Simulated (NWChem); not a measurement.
Everything below was run with NWChem. System: CClF$_{3}$, charge 0, spin multiplicity 1, displaced from the optimised geometry. Level: BLYP/def2-SVP.

The NWChem input:

```
start mol
memory heap 200 mb stack 900 mb global 1100 mb
geometry units angstroms nocenter noautoz
  F      0.871902     0.576021     1.099671
  C      0.362433    -0.025098     0.000000
  F      0.871902     0.576021    -1.099671
  F      0.740290    -1.324099     0.000000
  Cl    -1.443026     0.099947     0.000000
  symmetry group Cs
end
basis spherical
  * library def2-svp
end
dft
  xc becke88 lyp
  semidirect memsize 60000000 filesize 0
  iterations 100
  grid medium
end
task dft gradient
```

Part of the output:

```
             Northwest Computational Chemistry Package (NWChem) 7.3.0
             --------------------------------------------------------

                                NWChem Input Module
                                -------------------

 Scaling coordinates for geometry "geometry" by  1.889725989
 (inverse scale =  0.529177249)

 Turning off AUTOSYM since
 SYMMETRY directive was detected!

                             Geometry "geometry" -> ""
                             -------------------------

 Output coordinates in angstroms (scale by  1.889725989 to convert to a.u.)

  No.       Tag          Charge          X              Y              Z
 ---- ---------------- ---------- -------------- -------------- --------------
    1 F                    9.0000     0.87190200     0.57602100     1.09967100
    2 C                    6.0000     0.36243300    -0.02509800     0.00000000
    3 F                    9.0000     0.87190200     0.57602100    -1.09967100
    4 F                    9.0000     0.74029000    -1.32409900     0.00000000
    5 Cl                  17.0000    -1.44302600     0.09994700     0.00000000

 Effective nuclear repulsion energy (a.u.)     244.8408216333

            Nuclear Dipole moment (a.u.)
            ----------------------------
        X                 Y               Z
 ---------------- ---------------- ----------------
     0.0000037795    -0.0000037795     0.0000000000

      Symmetry information
      --------------------

 Group name             Cs
 Group number              2
 Group order               2
 No. of unique centers     4

      Symmetry unique atoms

     1    2    4    5


 Summary of "ao basis" -> "" (spherical)
 ------------------------------------------------------------------------------
       Tag                 Description            Shells   Functions and Types
 ---------------- ------------------------------  ------  ---------------------
 *                          def2-svp                  on all atoms

                                 NWChem DFT Module
                                 -----------------

 Summary of "ao basis" -> "ao basis" (spherical)
 ------------------------------------------------------------------------------
       Tag                 Description            Shells   Functions and Types
 ---------------- ------------------------------  ------  ---------------------
 F                          def2-svp                 6       14   3s2p1d
 C                          def2-svp                 6       14   3s2p1d
 Cl                         def2-svp                 8       18   4s3p1d

 Summary of "ao basis" -> "ao basis" (spherical)
 ------------------------------------------------------------------------------
       Tag                 Description            Shells   Functions and Types
 ---------------- ------------------------------  ------  ---------------------
 F                          def2-svp                 6       14   3s2p1d
 C                          def2-svp                 6       14   3s2p1d
 Cl                         def2-svp                 8       18   4s3p1d

      Symmetry analysis of basis
      --------------------------

        a'         47
        a"         27

            General Information
            -------------------
          SCF calculation type: DFT
          Wavefunction type:  closed shell.
          No. of atoms     :     5
          No. of electrons :    50
           Alpha electrons :    25
            Beta electrons :    25
          Charge           :     0
          Spin multiplicity:     1
          Use of symmetry is: on ; symmetry adaption is: on
          Maximum number of iterations: 100
          AO basis - number of functions:    74
                     number of shells:    32
          Convergence on energy requested:  1.00D-06
          Convergence on density requested:  1.00D-05
          Convergence on gradient requested:  5.00D-04

              XC Information
              --------------
                    Becke 1988 Exchange Functional  1.000
              Lee-Yang-Parr Correlation Functional  1.000

             Grid Information
             ----------------
          Grid used for XC integration:  medium
          Radial quadrature: Mura-Knowles
          Angular quadrature: Lebedev.
          Tag              B.-S. Rad. Rad. Pts. Rad. Cut. Ang. Pts.
          ---              ---------- --------- --------- ---------
          F                   0.50       49           7.0       434
          C                   0.70       49           7.0       434
          Cl                  1.00       88           7.0       590
          Grid pruning is: on
          Number of quadrature shells:   235
          Spatial weights used:  Erf1

          Convergence Information
          -----------------------
          Convergence aids based upon iterative change in
          total energy or number of iterations.
          Levelshifting, if invoked, occurs when the
          HOMO/LUMO gap drops below (HL_TOL):  1.00D-02
          DIIS, if invoked, will attempt to extrapolate
          using up to (NFOCK): 10 stored Fock matrices.

                    Damping( 0%)  Levelshifting(0.5)       DIIS
                  --------------- ------------------- ---------------
          dE  on:    start            ASAP                start
          dE off:    2 iters        100 iters           100 iters

      Screening Tolerance Information
      -------------------------------
          Density screening/tol_rho:  1.00D-10
          AO Gaussian exp screening on grid/accAOfunc:  14
[...]
 d= 0,ls=0.0,diis     1   -797.1314996419 -1.04D+03  3.40D-02  2.31D+00     0.8
 d= 0,ls=0.0,diis     2   -796.3529258786  7.79D-01  2.29D-02  1.12D+01     1.1
 d= 0,ls=0.0,diis     3   -797.3886619731 -1.04D+00  2.43D-03  2.92D-02     1.3
 d= 0,ls=0.0,diis     4   -797.3905124150 -1.85D-03  8.26D-04  1.01D-02     1.5
 d= 0,ls=0.0,diis     5   -797.3913571205 -8.45D-04  1.58D-04  7.79D-05     1.7
  Resetting Diis
 d= 0,ls=0.0,diis     6   -797.3913648594 -7.74D-06  6.36D-05  3.05D-05     1.8
 d= 0,ls=0.0,diis     7   -797.3913684194 -3.56D-06  1.42D-05  4.83D-07     2.0
 d= 0,ls=0.0,diis     8   -797.3913684022  1.73D-08  8.42D-06  6.76D-07     2.2

         Total DFT energy =     -797.391368402172
      One electron energy =    -1590.693117112645
           Coulomb energy =      613.423852612206
    Exchange-Corr. energy =      -64.962925535021
 Nuclear repulsion energy =      244.840821633289

 Numeric. integr. density =       49.999998259569

     Total iterative time =      2.0s

                  Occupations of the irreducible representations
                  ----------------------------------------------

                     irrep           alpha         beta
                     --------     --------     --------
                     a'               17.0         17.0
                     a"                8.0          8.0

                       DFT Final Molecular Orbital Analysis
                       ------------------------------------

 Vector   23  Occ=2.000000D+00  E=-3.612481D-01  Symmetry=a"
              MO Center=  8.2D-01, -5.7D-02,  3.7D-16, r^2= 2.0D+00
   Bfn.  Coefficient  Atom+Function         Bfn.  Coefficient  Atom+Function
  ----- ------------  ---------------      ----- ------------  ---------------
    48      0.412787  4 F  pz                 5      0.356598  1 F  py
    33     -0.356598  3 F  py                51     -0.270141  4 F  pz
     8     -0.233371  1 F  py                36      0.233371  3 F  py
     6     -0.206350  1 F  pz                34     -0.206350  3 F  pz
     9      0.135042  1 F  pz                37      0.135042  3 F  pz

 Vector   24  Occ=2.000000D+00  E=-2.931091D-01  Symmetry=a'
              MO Center= -1.2D+00,  5.1D-02, -3.0D-10, r^2= 1.6D+00
   Bfn.  Coefficient  Atom+Function         Bfn.  Coefficient  Atom+Function
  ----- ------------  ---------------      ----- ------------  ---------------
    68      0.613073  5 Cl py                65      0.476817  5 Cl py
    62      0.274685  5 Cl py                46      0.169196  4 F  px
    49     -0.112387  4 F  px                 4     -0.080757  1 F  px
    32     -0.080757  3 F  px                 5      0.056616  1 F  py
    22      0.056674  2 C  py                33      0.056616  3 F  py

 Vector   25  Occ=2.000000D+00  E=-2.931089D-01  Symmetry=a"
              MO Center= -1.2D+00,  1.2D-01,  3.0D-10, r^2= 1.6D+00
   Bfn.  Coefficient  Atom+Function         Bfn.  Coefficient  Atom+Function
  ----- ------------  ---------------      ----- ------------  ---------------
    69      0.614543  5 Cl pz                66      0.477961  5 Cl pz
    63      0.275344  5 Cl pz                 4     -0.147632  1 F  px
    32      0.147632  3 F  px                 7      0.098920  1 F  px
    35     -0.098920  3 F  px                48      0.064804  4 F  pz
    23      0.056807  2 C  pz                51     -0.050214  4 F  pz

 Vector   26  Occ=0.000000D+00  E=-3.250536D-02  Symmetry=a'
              MO Center= -6.9D-01,  4.8D-02,  4.5D-16, r^2= 1.8D+00
   Bfn.  Coefficient  Atom+Function         Bfn.  Coefficient  Atom+Function
  ----- ------------  ---------------      ----- ------------  ---------------
    67      0.758549  5 Cl px                18      0.569969  2 C  px
    16     -0.544811  2 C  s                 17     -0.545070  2 C  s
    60      0.412399  5 Cl s                 21      0.381658  2 C  px
    64      0.333286  5 Cl px                59      0.219569  5 Cl s
    61      0.195380  5 Cl px                15      0.174882  2 C  s

 Vector   27  Occ=0.000000D+00  E= 8.839481D-02  Symmetry=a'
              MO Center=  2.5D-01, -2.0D-02,  1.5D-15, r^2= 1.8D+00
   Bfn.  Coefficient  Atom+Function         Bfn.  Coefficient  Atom+Function
  ----- ------------  ---------------      ----- ------------  ---------------
    22      0.897626  2 C  py                19      0.727740  2 C  py
    45      0.549655  4 F  s                 50      0.309347  4 F  py
     3     -0.274886  1 F  s                 31     -0.274886  3 F  s
    47     -0.262040  4 F  py                68     -0.256792  5 Cl py
     9      0.224821  1 F  pz                37     -0.224821  3 F  pz

 Vector   28  Occ=0.000000D+00  E= 8.839921D-02  Symmetry=a"
              MO Center=  2.5D-01, -1.5D-02, -7.7D-16, r^2= 1.8D+00
   Bfn.  Coefficient  Atom+Function         Bfn.  Coefficient  Atom+Function
  ----- ------------  ---------------      ----- ------------  ---------------
    23      0.899762  2 C  pz                20      0.729498  2 C  pz
     3     -0.476042  1 F  s                 31      0.476042  3 F  s
    69     -0.257402  5 Cl pz                51     -0.222147  4 F  pz
     8      0.212911  1 F  py                36     -0.212911  3 F  py
    48      0.204581  4 F  pz                 5     -0.185154  1 F  py

 center of mass
 --------------
 x =   0.01966808 y =  -0.00136238 z =   0.00000000

 moments of inertia (a.u.)
 ------------------
         329.328972726891          16.752138884326           0.000000000000
          16.752138884326         570.040003469786           0.000000000000
           0.000000000000           0.000000000000         571.197950441015

     Multipole analysis of the density
     ---------------------------------

     L   x y z        total         alpha         beta         nuclear
     -   - - -        -----         -----         ----         -------
     0   0 0 0     -0.000000    -25.000000    -25.000000     50.000000

     1   1 0 0     -0.102814     -0.051409     -0.051409      0.000004
     1   0 1 0      0.007116      0.003560      0.003560     -0.000004
     1   0 0 1     -0.000000     -0.000000     -0.000000      0.000000

     2   2 0 0    -23.412970   -109.560350   -109.560350    195.707730
     2   1 1 0     -0.067731      4.051732      4.051732     -8.171194
     2   1 0 1     -0.000000     -0.000000     -0.000000      0.000000
     2   0 2 0    -24.385951    -51.341029    -51.341029     78.296107
     2   0 1 1      0.000000      0.000000      0.000000      0.000000
     2   0 0 2    -24.390696    -51.060979    -51.060979     77.731262

            General Information
            -------------------
          SCF calculation type: DFT
          Wavefunction type:  closed shell.
          No. of atoms     :     5
          No. of electrons :    50
           Alpha electrons :    25
            Beta electrons :    25
          Charge           :     0
          Spin multiplicity:     1
          Use of symmetry is: on ; symmetry adaption is: on
          Maximum number of iterations: 100
          AO basis - number of functions:    74
                     number of shells:    32
          Convergence on energy requested:  1.00D-06
          Convergence on density requested:  1.00D-05
          Convergence on gradient requested:  5.00D-04

              XC Information
              --------------
                    Becke 1988 Exchange Functional  1.000
              Lee-Yang-Parr Correlation Functional  1.000

             Grid Information
             ----------------
          Grid used for XC integration:  medium
          Radial quadrature: Mura-Knowles
          Angular quadrature: Lebedev.
          Tag              B.-S. Rad. Rad. Pts. Rad. Cut. Ang. Pts.
          ---              ---------- --------- --------- ---------
          F                   0.50       49           7.0       434
          C                   0.70       49           7.0       434
          Cl                  1.00       88           7.0       590
          Grid pruning is: on
          Number of quadrature shells:   235
          Spatial weights used:  Erf1

          Convergence Information
          -----------------------
          Convergence aids based upon iterative change in
          total energy or number of iterations.
          Levelshifting, if invoked, occurs when the
          HOMO/LUMO gap drops below (HL_TOL):  1.00D-02
          DIIS, if invoked, will attempt to extrapolate
          using up to (NFOCK): 10 stored Fock matrices.

                    Damping( 0%)  Levelshifting(0.5)       DIIS
                  --------------- ------------------- ---------------
          dE  on:    start            ASAP                start
          dE off:    2 iters        100 iters           100 iters

      Screening Tolerance Information
      -------------------------------
          Density screening/tol_rho:  1.00D-10
          AO Gaussian exp screening on grid/accAOfunc:  14
          CD Gaussian exp screening on grid/accCDfunc:  20
          XC Gaussian exp screening on grid/accXCfunc:  20
          Schwarz screening/accCoul:  1.00D-08

                            NWChem DFT Gradient Module
                            --------------------------

  charge          =   0.00
  wavefunction    = closed shell

  Using symmetry

                         DFT ENERGY GRADIENTS

    atom               coordinates                        gradient
                 x          y          z           x          y          z
   1 F       1.647656   1.088522   2.078077    0.003685   0.004219   0.007733
   2 C       0.684899  -0.047428   0.000000   -0.003982   0.000288   0.000000
   3 F       1.647656   1.088522  -2.078077    0.003685   0.004219  -0.007733
   4 F       1.398945  -2.502184   0.000000    0.002758  -0.009155   0.000000
   5 Cl     -2.726924   0.188872   0.000000   -0.006146   0.000429   0.000000

                 ----------------------------------------
                 |  Time  |  1-e(secs)   |  2-e(secs)   |
                 ----------------------------------------
                 |  CPU   |       0.00   |       1.60   |
                 ----------------------------------------
                 |  WALL  |       0.00   |       1.60   |
                 ----------------------------------------

 Task  times  cpu:        4.1s     wall:        4.1s

 Total times  cpu:        4.1s     wall:        4.1s
```
